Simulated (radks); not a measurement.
Values are calculated unless marked as measured or tabulated.
Charge is removed step by step from the 5d down level of Bi3+, starting from [Xe] 4f14 5d(up 5, down 5) 6s2. Level of theory: non-relativistic Kohn-Sham, PBE, spin-polarised, spherical densities, point nucleus; relativity is left out, which matters for an element this heavy (a radial shooting solver on a logarithmic mesh with Libxc functionals).

| removed (e) | E - E(0) (eV) | eigenvalue (eV) | E minus straight line (eV) |
|---|---|---|---|
| 0 | 0.000 | -58.013 | 0.000 |
| 0.1 | 5.879 | -59.574 | -0.715 |
| 0.2 | 11.915 | -61.144 | -1.272 |
| 0.3 | 18.108 | -62.722 | -1.673 |
| 0.4 | 24.460 | -64.309 | -1.915 |
| 0.5 | 30.970 | -65.904 | -1.998 |
| 0.6 | 37.641 | -67.507 | -1.922 |
| 0.7 | 44.472 | -69.118 | -1.684 |
| 0.8 | 51.465 | -70.737 | -1.285 |
| 0.9 | 58.620 | -72.364 | -0.724 |
| 1 | 65.938 | -73.998 | 0.000 |

Removing the whole electron costs 65.938 eV by Delta-SCF, against 58.013 eV from minus the eigenvalue at the starting occupation. Slater's transition state (half an electron removed) gives 65.904 eV. Integrating minus the eigenvalue over the occupation (Janak's theorem) gives 65.938 eV. The mean slope of the eigenvalue, de/dn, is 16.0 eV per electron.
